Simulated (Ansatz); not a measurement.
`OC[SiH2][SiH3]` + `[CH2]1[NH][AlH]1` → `[SiH3][SiH2][N]1[CH2][AlH]1` + CH₃OH  (ligand exchange at the Si–C bond)

Gas-phase electronic energies from Ansatz, PBE0-D4/def2-TZVP geometries. CBS: MP2 limit from def2 TZ/QZ plus the TZ coupled-cluster correction, frozen cores. This one scheme is used for every species. DFT in def2-TZVPP. B3LYP here is the variant with VWN-RPA as its local correlation; programs differ in this. Each species was taken in one conformer, which may not be the lowest.

```json
{"species": "`OC[SiH2][SiH3]`", "B3LYP-D4 energy (Eh)": "-697.23670"}
{"species": "`[CH2]1[NH][AlH]1`", "B3LYP-D4 energy (Eh)": "-337.71984"}
{"species": "`[SiH3][SiH2][N]1[CH2][AlH]1`", "B3LYP-D4 energy (Eh)": "-919.20971"}
{"species": "CH₃OH", "B3LYP-D4 energy (Eh)": "-115.78095"}
```

(1) Work out ΔE.

Largest T1 diagnostic among the species: 0.015.

Answers

(1) ΔE = (-919.20971) + (-115.78095) − (-697.23670) − (-337.71984) = -0.03412 Eh = -89.6 kJ/mol. CCSD(T)/CBS gives -88.8 kJ/mol.

The D4 term adds −6.3 kJ/mol with B3LYP and −3.7 kJ/mol with PBE0; it sums over pairs of atoms, weighted by their polarisabilities, and B3LYP, whose exchange is more repulsive, gets the larger term. From PBE to PBE0 (25 % exact exchange), in def2-TZVPP and without D4, ΔE moves by −6.4 kJ/mol. In def2-TZVPP, CCSD(T) changes the Hartree–Fock value by +11.1 kJ/mol (the triples alone add +0.9 kJ/mol) and MP2 by +5.6 kJ/mol.
